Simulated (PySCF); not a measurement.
# GdSi at ROHF-MP2

Computed with ROHF-MP2; basis Gd x2c-SVPall, Si x2c-SVPall; spin-free X2C with a Gaussian nucleus; PySCF 2.14.

- state: 2S+1 = 11, about 7.0 electrons in the 4f shell (Mulliken)
- bond length: 0.2665 nm
- harmonic wavenumber: 301 cm⁻¹
- force constant: 1.27 mdyn/Å
- rotational constant Be: 0.09987 cm⁻¹
- anharmonicity ωexe: 0.995 cm⁻¹
- vibration–rotation constant αe: 0.000376 cm⁻¹

Correlated steps freeze 23 core orbitals. Spin–orbit coupling is left out, which matters for elements this heavy, above all for dissociation energies. With d or f electrons several states lie close, and the lowest PBE0 determinant need not be the measured ground state.
